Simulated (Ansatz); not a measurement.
A basis-limit estimate, worked out

An elementary step of Si4H11ClF2, singlet (Si₄H₉Cl ([SiH3][Si]([SiH3])([SiH3])[Cl]) + HF + HF → Si₃H₆ClF ([F][SiH2][SiH]([SiH3])[Cl]) + SiH₄ + HF; bonds formed: Si1–H13, Si2–H8, Si3–F7, H6–F9; bonds broken: Si1–Si2, Si3–H13, H6–F7, H8–F9). “Start” is the structure reached by relaxing down from the saddle towards the reactants; PBE0-D4/def2-TZVP structures. The saddle:

Si1  (-0.216, 0.346, -0.514)
Si2  (-1.235, -0.069, 1.860)
Si3  (2.046, -0.082, -1.044)
Si4  (-1.672, -1.367, -1.207)
Cl5  (-1.044, 2.140, -1.061)
H6  (1.804, 1.838, 0.794)
F7  (2.371, 1.815, -0.161)
H8  (0.093, 0.731, 1.171)
F9  (1.082, 1.713, 1.691)
H10  (-2.547, 0.489, 1.469)
H11  (-1.180, -1.545, 1.750)
H12  (-0.788, 0.401, 3.187)
H13  (1.678, -1.423, -1.659)
H14  (2.566, 0.652, -2.216)
H15  (2.893, -0.516, 0.088)
H16  (-1.691, -1.250, -2.688)
H17  (-3.044, -1.193, -0.665)
H18  (-1.117, -2.680, -0.797)
(Å)

Computed with Ansatz 0.2.0 (basis: def2-TZVPP and def2-QZVPP); correlated methods freeze the cores.

Energies in eV:

| quantity | saddle | start |
| --- | --- | --- |
| Hartree–Fock, triple zeta (X = 3) | -49540.95182 | -49543.82182 |
| Hartree–Fock, quadruple zeta (X = 4) | -49542.50978 | -49545.37381 |
| MP2 correlation, X = 3 | -34.75722 | -33.86732 |
| MP2 correlation, X = 4 | -37.77643 | -36.86310 |
| CCSD(T) correlation, X = 3 | -38.60177 | -37.77541 |

(1) Work out the barrier at the basis limit: extrapolate Hartree–Fock as E(X) = E∞ + A exp(−7.88 √X) and the MP2 correlation as E(X) = E∞ + B X^−2.97 (the exponents that Neese and Valeev fitted for def2-TZVPP and QZVPP), then add CCSD(T) − MP2 in triple zeta.

The T1 diagnostic stays at or below 0.015.

Answers

(1) Each step is linear, so take the differences first (saddle − start): Hartree–Fock 2.87000 (X = 3) and 2.86403 (X = 4); MP2 correlation -0.88990 and -0.91333; CCSD(T) correlation -0.82636.
Two points give E∞ = E(4) + w [E(4) − E(3)], with w = 1/(exp(7.88 (2 − √3)) − 1) = 0.1377 for Hartree–Fock and w = 1/((4/3)^2.97 − 1) = 0.7407 for the correlation.
Hartree–Fock: 2.86403 + 0.1377 × (-0.00597) = 2.8632 eV.
MP2 correlation: -0.91333 + 0.7407 × (-0.02343) = -0.9307 eV.
CCSD(T) − MP2: -0.82636 − (-0.88990) = 0.0635 eV.
Sum: 2.8632 + (-0.9307) + 0.0635 = 1.9960 eV, or 46.03 kcal/mol. Plain CCSD(T) in triple zeta gives 2.0436 eV, so the larger basis shifts the result by -0.0476 eV.

Labels in which every atom is bracketed show which atoms are joined, not bond orders.

For scale, one of the runs: CCSD(T)/def2-TZVPP, 426 basis functions, launched by `ansatz run in.yaml --threads 4 --pin off --events-out ev --progress --plain --max-ram 66560MiB --backend cuda --devices 0, --max-vram 37GiB`. Time: 45 s of wall clock on 4 CPU threads of an AMD EPYC 7R13 and a share of one NVIDIA H100; the host was shared. Peak host memory: 1.7 GiB.
